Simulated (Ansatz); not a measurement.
The same path of ClH$_{5}$O$_{3}$SZr (11 atoms, charge 0, multiplicity 1) was run twice with different band settings. Lost on the way: Zr1–Cl2, S9–H11. Made: Cl2–H11.

Theory: RKS B3LYP-D4/def2-SVP in Ansatz.

Relaxed end points:

```xyz
11
Properties=species:S:1:pos:R:3
Zr -0.023 -0.123 0.262
Cl -0.118 -0.347 2.678
O 1.738 -0.331 -0.563
H 2.179 -0.933 -1.170
O -1.132 1.285 -0.457
H -1.631 1.873 -1.026
O -0.895 -1.741 -0.288
H -1.475 -2.473 -0.506
S 1.584 2.346 1.112
H 2.606 1.638 1.644
H 1.023 2.562 2.324
```

```xyz
11
Properties=species:S:1:pos:R:3
Zr -0.140 0.424 -0.202
Cl 2.340 -0.992 2.447
O 1.624 -0.210 -0.679
H 2.264 -0.749 -0.193
O -0.814 1.495 -1.649
H -1.234 1.944 -2.385
O -1.309 -0.971 0.402
H -1.834 -1.740 0.635
S 0.198 1.820 1.885
H 1.137 2.613 1.310
H 1.623 0.122 2.437
```

Common settings: spring 5.0 eV/Å²; optimiser quadratic models (default); start path through a guess of the saddle point; force threshold 0.05 eV/Å; iteration limit 60; end points relaxed.

| run | movable images | climbing image |
| --- | --- | --- |
| 1 | 5 | yes |
| 2 | 3 | no |

Q: What does each run give, and how far can it be trusted?

A: Run 1: converged after 37 iterations, highest image 0.846 eV above the first end. A vibrational analysis at the climbing image gives one clearly imaginary mode, 206i cm⁻¹: a first-order saddle point.
Run 2: converged after 28 iterations, highest image 0.772 eV above the first end. No image climbed, so the highest image needn't sit at the top of the path. So few images can step over the top or miss a turn of the path.
The orbitals stay closed-shell, which can raise the energy where a bond breaks towards radicals; this wasn't checked here.
